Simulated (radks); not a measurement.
Results of a calculation; reference values are marked as such.
The mean radii <r> (bohr) of the occupied orbitals of an atom or ion are listed with their occupations. Level of theory: scalar-relativistic Kohn-Sham, LB94 model potential, spin-polarised, spherical densities, finite nucleus; Fermi nuclear charge, rms radius of each element as measured or else 0.836 A^(1/3) + 0.57 fm (a radial shooting solver on a logarithmic mesh with Libxc functionals).

orbital  occ.      <r>
1s          2  0.02454
2s          2   0.1040
2p          6  0.09115
3s          2   0.2570
3p          6   0.2503

Name the element and its charge. Open shells, if any, are filled with parallel spins first.

Answer. Z = 58, cerium, charge +40: Ce40+ in [Ar]. The 1s radius gives Z: for a bare nucleus <r> = (2 gamma + 1)/(2Z) with gamma = sqrt(1 - (Z/c)^2), 0.02424 bohr for Z = 58, and screening makes it slightly larger (0.02454 here). The occupations add up to 18, and the charge is Z minus that.
